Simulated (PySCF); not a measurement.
C4H10Be (SMILES C[CH2][Be][CH2]C), singlet, geometry from GFN2-xTB (such geometries of metal compounds can be far from the true shape). Base run: HF/cc-pVDZ in PySCF.

PySCF was given this input:
```python
from pyscf import gto, scf

mol = gto.M(
    atom='''
Be   -0.090810    0.018725    0.200271
C     1.320707   -0.711486    0.897724
C     1.442516   -2.219689    0.603341
H     1.375297   -0.608689    1.987489
H     2.259150   -0.258076    0.558255
H     1.493977   -2.408348   -0.466839
H     0.588062   -2.766292    0.996696
H     2.343121   -2.634096    1.059331
C    -1.494221    0.747264   -0.515060
C    -1.249628    2.179915   -1.028732
H    -2.351340    0.809948    0.165053
H    -1.893025    0.182582   -1.365698
H    -0.471278    2.197469   -1.788595
H    -0.940106    2.838883   -0.220306
H    -2.156861    2.595690   -1.470105
''',
    basis='cc-pvdz',
    charge=0,
    spin=0,
    verbose=4,
)

mf = scf.RHF(mol)
mf.kernel()
mf.analyze()
```

Each row names what was changed in the base input (with any setting that the change needs).

| change | ΔE vs base (µEh) | fitting functions | dipole (D) | outcome |
|---|---|---|---|---|
| base | 0.0 | - | 0.06 | converged |
| auxbasis = default (with mf = mf.density_fit()) | - | - | - | input refused |
| auxbasis = even-tempered beta=3.0 | -140 | 533 | 0.06 | converged |
| auxbasis = even-tempered beta=2.0 | 40.8 | 793 | 0.06 | converged |
| exchange = seminumerical (SGX) (with mf = sgx.sgx_fit(mf, auxbasis='def2-universal-jfit'); with mf.with_df.dfj = True) | -226 | 355 | 0.06 | converged |
| auxbasis = cc-pvqz-jkfit | - | - | - | input refused |
| auxbasis = def2-tzvp-ri | -78.2 | 503 | 0.06 | converged |
| auxbasis = def2-universal-jkfit | -6.7 | 531 | 0.06 | converged |
| auxbasis = autoaux | 56.3 | 805 | 0.06 | converged |
| only_dfj = on; auxbasis = def2-universal-jfit | -234 | 355 | 0.06 | converged |

A fitting set is made for a task (jfit for Coulomb, jkfit for Coulomb and exchange, ri for correlation) and for a family of orbital bases.

- auxbasis = default (with mf = mf.density_fit()): ended with `pyscf.lib.exceptions.BasisNotFoundError: Basis set not found for Be in cc-pvdz-jkfit`
- auxbasis = cc-pvqz-jkfit: ended with `pyscf.lib.exceptions.BasisNotFoundError: Basis set not found for Be in cc-pvqz-jkfit`
